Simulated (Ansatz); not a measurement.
Computed with Ansatz on PBE0-D4/def2-TZVP structures; ΔE is electronic, products minus reactants. CCSD(T)/CBS adds triple-zeta CCSD(T) − MP2 to the extrapolated MP2 energy (def2 sets, frozen cores). This one scheme is used for every species. DFT in def2-TZVPP. Each species was taken in one conformer, which may not be the lowest.

Consider the formal exchange of groups at a C–C bond: `CC(C)CC(C)C` + `ClBCl` → `CC(C)CB(Cl)Cl` + `CCC`.

Problem. Is it downhill or uphill in electronic energy at CCSD(T)/CBS, and by how much? (Estimate.)

Solution. Ansatz gave: Downhill: ΔE = -10.5 kcal/mol.

Problem. What do these levels give: LDA (SPW92), PBE-D4, BLYP-D4, r2SCAN-D4, B97M-V, r2SCANh-D4, BHLYP-D4, B2PLYP, PBE-QIDH, BLYP, PBE0, r2SCANh? (Best estimate.)

Solution. Computed: LDA (SPW92) -11.0, PBE-D4 -11.9, BLYP-D4 -11.5, r2SCAN-D4 -12.0, B97M-V -12.5, r2SCANh-D4 -12.0, BHLYP-D4 -11.7, B2PLYP -11.5, PBE-QIDH -11.4, BLYP -12.6, PBE0 -12.3, r2SCANh -12.2 kcal/mol.

Largest T1 diagnostic among the species: 0.012.

In def2-TZVPP, CCSD(T) changes the Hartree–Fock value by +1.7 kcal/mol (the triples alone add +0.2 kcal/mol) and MP2 by +1.5 kcal/mol. At CCSD(T), def2-SVP lies +0.8 kcal/mol from the extrapolated value and def2-TZVPP +0.4 kcal/mol. Leaving LDA and LC-ωPBE aside and taking each functional with its dispersion term where it has one, the values, not all of them listed here, spread over 1.5 kcal/mol, from B97M-V to ωB97X-V. LDA lies +1.4 kcal/mol from PBE without D4.
